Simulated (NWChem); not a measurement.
System: C₃H₇N; SMILES C/C=N\C

NWChem input:

```
start job
memory heap 200 mb stack 900 mb global 1100 mb
geometry units angstroms noautoz
  C      0.482307    -1.526945     0.151012
  C     -0.654772    -0.580545    -0.103023
  N     -0.667392     0.682113    -0.206715
  C      0.517526     1.481146    -0.085807
  H      1.457631    -1.036954     0.263753
  H      0.551104    -2.253405    -0.675261
  H      0.279726    -2.113032     1.062423
  H     -1.635589    -1.076712    -0.216399
  H      0.641703     2.073924    -1.007192
  H      1.464585     0.943094     0.105728
  H      0.370723     2.213627     0.725163
end
basis spherical
  * library def2-svp
end
dft
  xc m06-l
  grid xcoarse
  iterations 150
  mulliken
end
task dft gradient
```

Excerpt of the output:

```
             Northwest Computational Chemistry Package (NWChem) 7.3.0
             --------------------------------------------------------

 CS  symmetry detected

                             Geometry "geometry" -> ""
                             -------------------------

 Output coordinates in angstroms (scale by  1.889725989 to convert to a.u.)

  No.       Tag          Charge          X              Y              Z
 ---- ---------------- ---------- -------------- -------------- --------------
    1 C                    6.0000     0.47804805    -1.52838429     0.00000000
    2 C                    6.0000    -0.67692781    -0.56964232     0.00000000
    3 N                    7.0000    -0.69519526     0.69719738     0.00000000
    4 C                    6.0000     0.50060447     1.48913560     0.00000000
    5 H                    1.0000     1.46301407    -1.04475171     0.00000000
    6 H                    1.0000     0.41322582    -2.18624417    -0.88217006
    7 H                    1.0000     0.41322582    -2.18624417     0.88217006
    8 H                    1.0000    -1.66746861    -1.05940420     0.00000000
    9 H                    1.0000     0.48626204     2.15400250    -0.87948862
   10 H                    1.0000     1.46149738     0.94160371     0.00000000
   11 H                    1.0000     0.48626204     2.15400250     0.87948862

 Effective nuclear repulsion energy (a.u.)     119.7722164873

      Symmetry information
      --------------------

 Group name             Cs
 Group number              2
 Group order               2
 No. of unique centers     9

                                 NWChem DFT Module
                                 -----------------

 Summary of "ao basis" -> "ao basis" (spherical)
 ------------------------------------------------------------------------------
       Tag                 Description            Shells   Functions and Types
 ---------------- ------------------------------  ------  ---------------------
 C                          def2-svp                 6       14   3s2p1d
 N                          def2-svp                 6       14   3s2p1d
 H                          def2-svp                 3        5   2s1p

      Symmetry analysis of basis
      --------------------------

        a'         62
        a"         29

            General Information
            -------------------
          SCF calculation type: DFT
          Wavefunction type:  closed shell.
          No. of atoms     :    11
          No. of electrons :    32
           Alpha electrons :    16
            Beta electrons :    16
          Charge           :     0
          Spin multiplicity:     1
          Use of symmetry is: on ; symmetry adaption is: on
          Maximum number of iterations: 150
          AO basis - number of functions:    91
                     number of shells:    45
          Convergence on energy requested:  1.00D-06
          Convergence on density requested:  1.00D-05
          Convergence on gradient requested:  5.00D-04

              XC Information
              --------------
                        M06-L Method XC Functional
                         M06-L Exchange Functional  1.000
                       M06-L Correlation Potential  1.000

             Grid Information
             ----------------
          Grid used for XC integration:  xcoarse
          Radial quadrature: Mura-Knowles
          Angular quadrature: Lebedev.
          Tag              B.-S. Rad. Rad. Pts. Rad. Cut. Ang. Pts.
          ---              ---------- --------- --------- ---------
          C                   0.70       21          10.0       194
          N                   0.65       21           8.0       194
          H                   0.35       21          11.0       194
          Grid pruning is: on
          Number of quadrature shells:   189
          Spatial weights used:  Erf1

      Superposition of Atomic Density Guess
      -------------------------------------

 Sum of atomic energies:        -170.61356623

      Non-variational initial energy
      ------------------------------

 Total energy =    -173.177372
 1-e energy   =    -465.141443
 2-e energy   =     172.191855
 HOMO         =      -0.300270
 LUMO         =       0.002437

      Symmetry analysis of molecular orbitals - initial
      -------------------------------------------------

  Numbering of irreducible representations:

     1 a'          2 a"

  Orbital symmetries:

     1 a'          2 a'          3 a'          4 a'          5 a'
     6 a'          7 a'          8 a'          9 a'         10 a"
    11 a'         12 a"         13 a'         14 a'         15 a"
    16 a'         17 a"         18 a'         19 a'         20 a'
    21 a'         22 a"         23 a"         24 a'         25 a'
    26 a'

     ---------------------------------------------
      Total Density - Mulliken Population Analysis
     ---------------------------------------------

    Atom       Charge   Shell Charges
 -----------   ------   -------------------------------------------------------
    1 C    6     6.26   1.99  0.96  0.17  2.07  1.05  0.02
    2 C    6     5.80   1.99  0.96  0.26  1.75  0.79  0.06
    3 N    7     7.55   1.99  1.08  0.52  2.42  1.51  0.03
    4 C    6     6.06   1.99  0.94  0.19  1.97  0.94  0.04
    5 H    1     0.90   0.67  0.21  0.03
    6 H    1     0.88   0.65  0.20  0.03
    7 H    1     0.88   0.65  0.20  0.03
    8 H    1     0.93   0.69  0.22  0.02
    9 H    1     0.91   0.68  0.21  0.02
   10 H    1     0.93   0.68  0.22  0.02
   11 H    1     0.91   0.68  0.21  0.02

   convergence    iter        energy       DeltaE   RMS-Dens  Diis-err
 ---------------- ----- ----------------- --------- --------- ---------
 d= 0,ls=0.0,diis     1   -173.0588380626 -2.93D+02  1.23D-02  3.58D-01
 d= 0,ls=0.0,diis     2   -172.9901413791  6.87D-02  9.07D-03  9.72D-01
 d= 0,ls=0.0,diis     3   -173.1021631920 -1.12D-01  1.86D-03  7.42D-02
 d= 0,ls=0.0,diis     4   -173.1104813036 -8.32D-03  5.20D-04  3.30D-03
 d= 0,ls=0.0,diis     5   -173.1091913007  1.29D-03  5.24D-04  5.32D-04
  Resetting Diis
 d= 0,ls=0.0,diis     6   -173.1092901437 -9.88D-05  2.96D-04  4.06D-05
 d= 0,ls=0.0,diis     7   -173.1092973437 -7.20D-06  7.12D-05  1.49D-05
 d= 0,ls=0.0,diis     8   -173.1092955450  1.80D-06  4.39D-05  2.75D-05
 d= 0,ls=0.0,diis     9   -173.1092992261 -3.68D-06  8.34D-06  1.30D-06
 d= 0,ls=0.0,diis    10   -173.1092993781 -1.52D-07  2.15D-06  3.00D-08

         Total DFT energy =     -173.109299378147
      One electron energy =     -469.034827642127
           Coulomb energy =      201.892054311719
    Exchange-Corr. energy =      -25.738742535003
 Nuclear repulsion energy =      119.772216487265

 Numeric. integr. density =       32.000541385072

                  Occupations of the irreducible representations
                  ----------------------------------------------

                     irrep           alpha         beta
                     --------     --------     --------
                     a'               13.0         13.0
                     a"                3.0          3.0

                       DFT Final Molecular Orbital Analysis
                       ------------------------------------

 Vector   14  Occ=2.000000D+00  E=-3.359213D-01  Symmetry=a'
              MO Center= -9.4D-02, -9.2D-02,  2.8D-16, r^2= 3.5D+00
   Bfn.  Coefficient  Atom+Function         Bfn.  Coefficient  Atom+Function
  ----- ------------  ---------------      ----- ------------  ---------------
    72     -0.291079   8 H  s                18      0.270092   2 C  px
    47      0.252354   4 C  py               57     -0.221006   5 H  s
    33      0.217238   3 N  py                4     -0.206814   1 C  px
    19      0.173468   2 C  py               82     -0.148041  10 H  s
    77      0.143055   9 H  s                87      0.143055  11 H  s

 Vector   15  Occ=2.000000D+00  E=-2.577881D-01  Symmetry=a"
              MO Center= -3.4D-01,  2.6D-01, -6.2D-17, r^2= 2.6D+00
   Bfn.  Coefficient  Atom+Function         Bfn.  Coefficient  Atom+Function
  ----- ------------  ---------------      ----- ------------  ---------------
    34     -0.385311   3 N  pz               20      0.354651   2 C  pz
    37      0.272074   3 N  pz               23      0.240890   2 C  pz
    77      0.183107   9 H  s                87     -0.183107  11 H  s
    48     -0.173980   4 C  pz               62      0.133286   6 H  s
    67     -0.133286   7 H  s                 6     -0.122212   1 C  pz

 Vector   16  Occ=2.000000D+00  E=-2.060354D-01  Symmetry=a'
              MO Center= -5.9D-01,  5.1D-01, -9.9D-17, r^2= 2.1D+00
   Bfn.  Coefficient  Atom+Function         Bfn.  Coefficient  Atom+Function
  ----- ------------  ---------------      ----- ------------  ---------------
    32      0.440595   3 N  px               35     -0.323147   3 N  px
    31      0.236711   3 N  s                33     -0.218294   3 N  py
    36      0.197834   3 N  py               30      0.196644   3 N  s
    82      0.187311  10 H  s                72     -0.180142   8 H  s
    46      0.178299   4 C  px                3      0.164899   1 C  s

 Vector   17  Occ=0.000000D+00  E=-1.790185D-02  Symmetry=a"
              MO Center= -5.3D-01, -9.6D-02, -2.3D-17, r^2= 2.5D+00
   Bfn.  Coefficient  Atom+Function         Bfn.  Coefficient  Atom+Function
  ----- ------------  ---------------      ----- ------------  ---------------
    23      0.547974   2 C  pz               37     -0.499706   3 N  pz
    20      0.478866   2 C  pz               34      0.431638   3 N  pz
    63      0.216062   6 H  s                68     -0.216062   7 H  s
    78     -0.196642   9 H  s                88      0.196642  11 H  s
    62      0.144773   6 H  s                67     -0.144773   7 H  s

 Vector   18  Occ=0.000000D+00  E= 7.364798D-02  Symmetry=a'
              MO Center=  9.9D-01, -5.0D-01, -1.7D-16, r^2= 6.4D+00
   Bfn.  Coefficient  Atom+Function         Bfn.  Coefficient  Atom+Function
  ----- ------------  ---------------      ----- ------------  ---------------
     3      1.981151   1 C  s                45      1.352391   4 C  s
    58     -0.888081   5 H  s                63     -0.798391   6 H  s
    68     -0.798391   7 H  s                83     -0.794207  10 H  s
    78     -0.538082   9 H  s                88     -0.538082  11 H  s
    49      0.318262   4 C  px               21     -0.291395   2 C  px

 Vector   19  Occ=0.000000D+00  E= 9.718271D-02  Symmetry=a'
              MO Center=  4.9D-02, -1.2D+00,  1.4D-14, r^2= 5.6D+00
   Bfn.  Coefficient  Atom+Function         Bfn.  Coefficient  Atom+Function
  ----- ------------  ---------------      ----- ------------  ---------------
    73      1.044161   8 H  s                63      0.806950   6 H  s
    68      0.806950   7 H  s                58     -0.774264   5 H  s
    45      0.666183   4 C  s                 8      0.659759   1 C  py
    83     -0.627673  10 H  s                17     -0.525558   2 C  s
     3     -0.492415   1 C  s                21      0.383533   2 C  px

     ---------------------------------------------
      Total Density - Mulliken Population Analysis
     ---------------------------------------------

    Atom       Charge   Shell Charges
 -----------   ------   -------------------------------------------------------
    1 C    6     6.11   1.99  0.90  0.20  2.10  0.89  0.02
    2 C    6     6.04   1.99  0.93  0.26  2.02  0.78  0.06
    3 N    7     7.29   1.99  1.05  0.55  2.34  1.33  0.03
    4 C    6     5.95   1.99  0.91  0.17  2.07  0.79  0.04
    5 H    1     0.94   0.76  0.16  0.03
    6 H    1     0.93   0.75  0.15  0.03
    7 H    1     0.93   0.75  0.15  0.03
    8 H    1     0.95   0.77  0.16  0.02
    9 H    1     0.94   0.76  0.15  0.02
   10 H    1     0.98   0.77  0.19  0.03
   11 H    1     0.94   0.76  0.15  0.02

     -------------------------------------------
      Total Density - Lowdin Population Analysis
     -------------------------------------------

    Atom       Charge   Shell Charges
 -----------   ------   -------------------------------------------------------
    1 C    6     6.08   1.96  0.58  0.31  1.89  1.26  0.07
    2 C    6     5.98   1.97  0.61  0.30  1.84  1.11  0.14
    3 N    7     7.13   1.97  0.81  0.47  2.20  1.62  0.06
    4 C    6     5.99   1.96  0.58  0.31  1.85  1.19  0.10
    5 H    1     0.97   0.65  0.26  0.07
    6 H    1     0.96   0.64  0.25  0.07
    7 H    1     0.96   0.64  0.25  0.07
    8 H    1     0.99   0.66  0.26  0.07
    9 H    1     0.97   0.66  0.25  0.07
   10 H    1     1.00   0.66  0.27  0.07
   11 H    1     0.97   0.66  0.25  0.07

     Multipole analysis of the density
     ---------------------------------

     L   x y z        total         alpha         beta         nuclear
     -   - - -        -----         -----         ----         -------
     0   0 0 0     -0.000000    -16.000000    -16.000000     32.000000

     1   1 0 0      0.587367      0.293683      0.293683      0.000000
     1   0 1 0     -0.433509     -0.216755     -0.216755      0.000000
     1   0 0 1     -0.000000     -0.000000     -0.000000      0.000000

     2   2 0 0    -20.280466    -40.277374    -40.277374     60.274282
     2   1 1 0      1.712645     -0.772021     -0.772021      3.256687
     2   1 0 1      0.000000      0.000000      0.000000      0.000000
     2   0 2 0    -17.613383   -106.314041   -106.314041    195.014699
     2   0 1 1      0.000000      0.000000      0.000000      0.000000
     2   0 0 2    -19.035368    -15.058991    -15.058991     11.082614

            General Information
            -------------------
          SCF calculation type: DFT
          Wavefunction type:  closed shell.
          No. of atoms     :    11
          No. of electrons :    32
           Alpha electrons :    16
            Beta electrons :    16
          Charge           :     0
          Spin multiplicity:     1
          Use of symmetry is: on ; symmetry adaption is: on
          Maximum number of iterations: 150
          AO basis - number of functions:    91
                     number of shells:    45
          Convergence on energy requested:  1.00D-06
          Convergence on density requested:  1.00D-05
          Convergence on gradient requested:  5.00D-04

              XC Information
              --------------
                        M06-L Method XC Functional
                         M06-L Exchange Functional  1.000
                       M06-L Correlation Potential  1.000

[...]

                         DFT ENERGY GRADIENTS

    atom               coordinates                        gradient
                 x          y          z           x          y          z
   1 C       0.903380  -2.888228   0.000000    0.005335  -0.003632   0.000000
   2 C      -1.279208  -1.076468   0.000000   -0.005020   0.000347   0.000000
   3 N      -1.313729   1.317512   0.000000    0.001601  -0.001979   0.000000
   4 C       0.946005   2.814058   0.000000    0.003665   0.003171   0.000000
   5 H       2.764696  -1.974294   0.000000   -0.003910  -0.002193   0.000000
   6 H       0.780884  -4.131402  -1.667060   -0.000245   0.002392   0.002359
   7 H       0.780884  -4.131402   1.667060   -0.000245   0.002392  -0.002359
   8 H      -3.151059  -2.001984   0.000000    0.003943   0.002379   0.000000
   9 H       0.918902   4.070475  -1.661992   -0.000444  -0.002756   0.002935
  10 H       2.761830   1.779373   0.000000   -0.004236   0.002635   0.000000
  11 H       0.918902   4.070475   1.661992   -0.000444  -0.002756  -0.002935
```

Level: M06-L/def2-SVP. Coordinates come from a PBE0/def2-SVP optimisation.
